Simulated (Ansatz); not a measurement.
`[SiH3]NC[SiH2]Cl` + H₂ → `[SiH3]CN[SiH3]` + HCl at 700 K and 1 bar (hydrogenolysis of the Si–Cl bond).

Gas-phase electronic energies from Ansatz, PBE0-D4/def2-TZVP geometries. CBS: MP2 limit from def2 TZ/QZ plus the TZ coupled-cluster correction, frozen cores. This one scheme is used for every species. One conformer a species, not always the lowest.

| species | CCSD(T)/CBS energy (Eh) | H − E (kJ/mol) | S (J/(mol·K)) |
| --- | --- | --- | --- |
| `[SiH3]NC[SiH2]Cl` | -1135.56168 | 327.2 | 536.6 |
| H₂ | -1.17544 | 46.8 | 155.3 |
| `[SiH3]CN[SiH3]` | -676.32429 | 335.6 | 492.3 |
| HCl | -460.38127 | 38.4 | 211.8 |

H − E and S are ideal-gas, rigid-rotor, harmonic terms from PBE0-D4/def2-TZVP, for one conformer and one mirror image of each species. For small species the MP2-based limit differs from directly extrapolated CCSD(T) by up to some mEh (0.8 for H₂); such offsets cancel only in part. 1 Eh = 2625.50 kJ/mol, R = 8.31446 J/(mol·K).

Problem. By hand: ΔE, ΔH, ΔS and ΔG.

Solution. ΔE = (-676.32429) + (-460.38127) − (-1135.56168) − (-1.17544) = 0.03156 Eh = 82.9 kJ/mol. Δ(H − E) = 335.6 + 38.4 − 327.2 − 46.8 = 0.0, so ΔH = 82.9 kJ/mol. ΔS = 492.3 + 211.8 − 536.6 − 155.3 = 12.2 J/(mol·K). ΔG = 82.9 − 700 × (12.2)/1000 = 74.4 kJ/mol.

Problem. By hand: the equilibrium constant, and the temperature at which ΔG would vanish if ΔH and ΔS stayed fixed.

Solution. log₁₀ K = −ΔG/(RT ln 10) = -5.6. ΔG = 0 at ΔH/ΔS = 6795 K, far beyond where these terms or the molecules hold.

The number of gas molecules stays the same, so ΔS is small and ΔH decides. A doubt of 5 kJ/mol in ΔE shifts log₁₀ K by 0.4 here. Other conformers and mirror images would add mixing entropy, several J/(mol·K) or more a flexible species. Modes under 60 cm⁻¹, often nearly free rotors, make the harmonic entropy too high. These are equilibria of isolated gas molecules and say nothing of rates. Largest T1 diagnostic: 0.011 (customary marks: 0.02 for closed shells, 0.045 for open ones).
